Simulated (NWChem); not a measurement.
Molecule: trichlorofluoromethane (CCl$_{3}$F); SMILES FC(Cl)(Cl)Cl

```xyz
5

F      0.0000     0.0000     1.5891
C      0.0000     0.0000     0.2517
Cl     0.8319    -1.4803    -0.3095
Cl     0.8660     1.4606    -0.3095
Cl    -1.6979     0.0197    -0.3095
```
Atoms are numbered in this order, from 1.

Coordinates come from a B3LYP/6-31G* (spherical d) optimisation. No frequency run checked for a minimum.

Give the principal values of the shielding tensors (ppm) of F1, C2, Cl3 from Hartree-Fock/6-31G* (spherical d), GIAO (NWChem), with their diamagnetic and paramagnetic parts as GIAO splits them.


| atom | σ11 | σ22 | σ33 | isotropic | diamagnetic | paramagnetic |
|---|---|---|---|---|---|---|
| F1 | 232.3 | 232.3 | 316.0 | 260.2 | 475.6 | -215.5 |
| C2 | 73.7 | 73.7 | 79.6 | 75.6 | 250.6 | -175.0 |
| Cl3 | 265.1 | 273.4 | 1034.2 | 524.2 | 1144.7 | -620.4 |
